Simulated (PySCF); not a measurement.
Compound: C9H7N.
Numbering: `[cH:1]1[cH:2][cH:3][c:4]2[cH:5][n:6][cH:7][cH:8][c:9]2[cH:10]1` (hydrogens: H11 on C1; H12 on C2; H13 on C3; H14 on C5; H15 on C7; H16 on C8; H17 on C10)

The same species was optimised twice, with GFN2-xTB and with PBE0-D3(BJ)/def2-SVP (PySCF), and the same property calculations (PySCF, gas phase) were run on both structures.

```
   coordinate  GFN2-xTB  PBE0-D3(BJ)/def2-SVP  change
    N6–C7 (Å)     1.342                 1.353  +0.011
    C1–C2 (Å)     1.405                 1.416  +0.011
   C1–C10 (Å)     1.367                 1.376  +0.009
    C2–C3 (Å)     1.367                 1.375  +0.008
    C4–C5 (Å)     1.413                 1.421  +0.008
   C9–C10 (Å)     1.410                 1.418  +0.008
    C7–C8 (Å)     1.368                 1.375  +0.007
    C3–C4 (Å)     1.410                 1.416  +0.006
    C5–N6 (Å)     1.303                 1.309  +0.006
    C8–C9 (Å)     1.411                 1.417  +0.006
    C4–C9 (Å)     1.420                 1.425  +0.005
 C3–C4–C5 (°)     123.3                 122.7    -0.6
 C5–N6–C7 (°)     118.4                 118.0    -0.4
C8–C9–C10 (°)     123.5                 123.9    +0.4
 C5–C4–C9 (°)     117.3                 117.6    +0.3
 C4–C9–C8 (°)     117.5                 117.2    -0.3
 C1–C2–C3 (°)     120.5                 120.2    -0.3
 N6–C7–C8 (°)     123.6                 123.8    +0.2
 C3–C4–C9 (°)     119.5                 119.7    +0.2
```

Rotational constants: A = 3246, B = 1254, C = 904.5 MHz (GFN2-xTB) against A = 3205, B = 1240, C = 894.3 MHz (PBE0-D3(BJ)/def2-SVP). Point groups within 0.08 Å: Cs and Cs.

On the GFN2-xTB structure: HOMO (eV) -6.79 [PBE0/pcSseg-1]; LUMO (eV) -1.59 [PBE0/pcSseg-1]; dipole (D) 2.57 [PBE0/pcSseg-1]; GIAO shielding of C1 (ppm) 51.7 [PBE0/pcSseg-1]; GIAO shielding of C2 (ppm) 54.7 [PBE0/pcSseg-1]; GIAO shielding of C3 (ppm) 53.2 [PBE0/pcSseg-1]; GIAO shielding of C4 (ppm) 55.1 [PBE0/pcSseg-1]; GIAO shielding of C5 (ppm) 29.1 [PBE0/pcSseg-1]; GIAO shielding of N6 (ppm) -88.0 [PBE0/pcSseg-1]; GIAO shielding of C7 (ppm) 36.6 [PBE0/pcSseg-1]; GIAO shielding of C8 (ppm) 61.5 [PBE0/pcSseg-1].

What do these properties become on the PBE0-D3(BJ)/def2-SVP structure?

```
                                    property          level  on GFN2-xTB  on PBE0-D3(BJ)/def2-SVP  change
                                   HOMO (eV)  PBE0/pcSseg-1        -6.79                    -6.78   +0.01
                                   LUMO (eV)  PBE0/pcSseg-1        -1.59                    -1.63   -0.04
                                  dipole (D)  PBE0/pcSseg-1         2.57                     2.59   +0.02
energy, GFN2-xTB geometry as zero (kcal/mol)  PBE0/pcSseg-1          0.0                     -0.3    -0.3
                  GIAO shielding of C1 (ppm)  PBE0/pcSseg-1         51.7                     49.2    -2.5
                  GIAO shielding of C2 (ppm)  PBE0/pcSseg-1         54.7                     52.3    -2.4
                  GIAO shielding of C3 (ppm)  PBE0/pcSseg-1         53.2                     50.6    -2.6
                  GIAO shielding of C4 (ppm)  PBE0/pcSseg-1         55.1                     53.0    -2.1
                  GIAO shielding of C5 (ppm)  PBE0/pcSseg-1         29.1                     26.6    -2.5
                  GIAO shielding of N6 (ppm)  PBE0/pcSseg-1        -88.0                    -91.2    -3.2
                  GIAO shielding of C7 (ppm)  PBE0/pcSseg-1         36.6                     34.2    -2.4
                  GIAO shielding of C8 (ppm)  PBE0/pcSseg-1         61.5                     59.3    -2.2
```

The heavy atoms differ by 0.012 Å rms after alignment. Among bonds between heavy atoms C1–C2 and N6–C7 change most and about equally (+0.011 Å). Changes are differences of the printed values. Neither structure is proved a minimum here.
